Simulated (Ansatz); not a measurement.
Job for Ansatz (an electronic-structure program): R-CCSD(T)/cc-pVQZ on BH3O (SMILES BO), a point of a torsion scan.

Ansatz 0.2 input:
```yaml
crystal:
  periodic: [false, false, false]
  atoms:
    - {symbol: B, position_ang: [-0.40909002, -0.02569508, 0.01451043]}
    - {symbol: O, position_ang: [0.82004727, -0.43240483, 0.34774532]}
    - {symbol: H, position_ang: [-1.24339963, -0.83999307, -0.14713037]}
    - {symbol: H, position_ang: [-0.71480258, 1.11793437, 0.08927498]}
    - {symbol: H, position_ang: [1.24680208, -0.14756387, 1.14845781]}
basis:
  gaussian:
    orbitals: cc-pVQZ
magnetization: {spin_polarized: false}
correlation: {method: ccsd_t, electrons: outside_noble_gas}
scf: {lower_state_search: off}
```

Output:

```
WARN ansatz: RAYON_NUM_THREADS=1 ignored (pool sized by the plan → 1); use --threads N
Functional definition: HF
these checks for a lower state are left out or cut short: stability, starts, cluster_reference, orbital_swaps, neighbouring_geometries, increment
integrals: 0.83 GiB planned
1181 factors; integrals over basis functions are off by at most 7.6e-4 eV
mean field: 0.45 GiB planned
mean field evaluation 1: about -2756.1895 eV, gradient 3.3e1 eV
mean field evaluation 2: about -2756.1896 eV, gradient 3.3e1 eV
mean field evaluation 4: about -2758.1639 eV, gradient 2.3e0 eV
mean field evaluation 8: about -2758.1821 eV, gradient 9.0e-2 eV
mean field -2758.18221105 eV, -101.3613266931 hartree, gradient 1.6e-6 eV, S^2 0.000000; 0 other end points of the search recorded, 0 dependent functions left out
2 core orbitals not correlated
reference -2758.18221105 eV, -101.3613266931 hartree; 6, 6 occupied and 192, 192 virtual orbitals, 1181 factors
second order -10.20963636 eV of doubles, -0.00000000 eV of singles
coupled cluster: 1.03 GiB planned
cycle   1  -10.28845432 eV  change   -7.9e-2 eV  update   6.4e-2
cycle   2  -10.52494770 eV  change   -2.4e-1 eV  update   1.9e-2
cycle   3  -10.57932516 eV  change   -5.4e-2 eV  update   1.1e-2
cycle   4  -10.56979862 eV  change    9.5e-3 eV  update   3.3e-3
cycle   5  -10.57032171 eV  change   -5.2e-4 eV  update   1.8e-3
cycle   6  -10.57068840 eV  change   -3.7e-4 eV  update   5.2e-4
cycle   7  -10.57047863 eV  change    2.1e-4 eV  update   2.1e-4
cycle   8  -10.57052024 eV  change   -4.2e-5 eV  update   1.0e-4
cycle   9  -10.57054661 eV  change   -2.6e-5 eV  update   3.7e-5
cycle  10  -10.57053015 eV  change    1.6e-5 eV  update   1.2e-5
cycle  11  -10.57054161 eV  change   -1.1e-5 eV  update   4.5e-6
perturbative correction -0.35445763 eV, -0.0130260777 hartree
Total energy: -2769.10721029 eV, -101.7628130100 hartree
Checks for a lower state left out: stability, starts, cluster_reference, orbital_swaps, neighbouring_geometries, increment
```

The calculation finished and met its thresholds.

Cost: very roughly 2.1 core-minutes.
